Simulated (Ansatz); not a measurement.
`[CH3][GaH][NH2]` + H₂S → `[CH3][GaH][SH]` + NH₃ at 298.15 K and 1 bar (ligand exchange at a Ga–N bond).

Gas-phase electronic energies from Ansatz, PBE0-D4/def2-TZVP geometries. CCSD(T)/CBS adds triple-zeta CCSD(T) − MP2 to the extrapolated MP2 energy (def2 sets, frozen cores). This one scheme is used for every species. For Ga outer-core shells are correlated without core-valence functions, which leaves a few kJ/mol of doubt a bond. Scalar relativity is left out up to krypton. One conformer a species, not always the lowest.

| species | CCSD(T)/CBS energy (Eh) | H − E (kJ/mol) | S (J/(mol·K)) |
| --- | --- | --- | --- |
| `[CH3][GaH][NH2]` | -2020.32995 | 196.7 | 320.7 |
| H₂S | -398.97279 | 49.9 | 205.7 |
| `[CH3][GaH][SH]` | -2362.81343 | 154.8 | 334.4 |
| NH₃ | -56.50880 | 100.5 | 192.4 |

H − E and S are ideal-gas, rigid-rotor, harmonic terms from PBE0-D4/def2-TZVP, for one conformer and one mirror image of each species. 1 Eh = 2625.50 kJ/mol, R = 8.31446 J/(mol·K).

By hand: ΔE, ΔH, ΔS and ΔG.

ΔE = (-2362.81343) + (-56.50880) − (-2020.32995) − (-398.97279) = -0.01949 Eh = -51.2 kJ/mol. Δ(H − E) = 154.8 + 100.5 − 196.7 − 49.9 = 8.7, so ΔH = -42.5 kJ/mol. ΔS = 334.4 + 192.4 − 320.7 − 205.7 = 0.4 J/(mol·K). ΔG = -42.5 − 298.15 × (0.4)/1000 = -42.6 kJ/mol.

By hand: the equilibrium constant, and the temperature at which ΔG would vanish if ΔH and ΔS stayed fixed.

log₁₀ K = −ΔG/(RT ln 10) = 7.5. ΔH and −TΔS have one sign here, so there is no such temperature.

The number of gas molecules stays the same, so ΔS is small and ΔH decides. A doubt of 5 kJ/mol in ΔE shifts log₁₀ K by 0.9 here. Other conformers and mirror images would add mixing entropy, several J/(mol·K) or more a flexible species. Modes under 60 cm⁻¹, often nearly free rotors, make the harmonic entropy too high. These are equilibria of isolated gas molecules and say nothing of rates. Largest T1 diagnostic: 0.013 (customary marks: 0.02 for closed shells, 0.045 for open ones).

ΔS is within the doubt of such terms, so its sign, and with it that verdict, could turn.
